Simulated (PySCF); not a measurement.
cyclotrisilazane (H9N3Si3), SMILES [SiH2]1N[SiH2]N[SiH2]N1.

Geometry: PBE-D3(BJ)/def2-SVP.

Two levels are set side by side: TDA-PBE/def2-SVPD (PySCF) and TDA-LC-ωPBE/def2-SVPD (PySCF). Vertical, same geometry. The lowest singlet is HOMO→LUMO 99 % with PBE and HOMO−1→LUMO 47 %, HOMO−1→LUMO+1 29 % with the other functional; states are paired by order. Differences are taken from unrounded values.

```
quantity                              TDA-LC-ωPBE
------------------------------------  -----------
lowest singlet excitation (eV)               7.06
lowest triplet excitation (TDA) (eV)         6.59
```

Task: What does TDA-PBE give, and how far is it from TDA-LC-ωPBE? (An estimate is asked for; the answer gives what the named calculation found.)

Result: 
| quantity | TDA-PBE | TDA-PBE minus TDA-LC-ωPBE |
|---|---|---|
| lowest singlet excitation (eV) | 5.26 | -1.79 |
| lowest triplet excitation (TDA) (eV) | 5.17 | -1.42 |

A lower first singlet is the usual sign of a functional without exact exchange. Differences between two approximate levels are no errors against the true value.

Rough cost on one machine, each run with all the roots and properties that it gave: TDA-LC-ωPBE against TDA-PBE about 4 times.
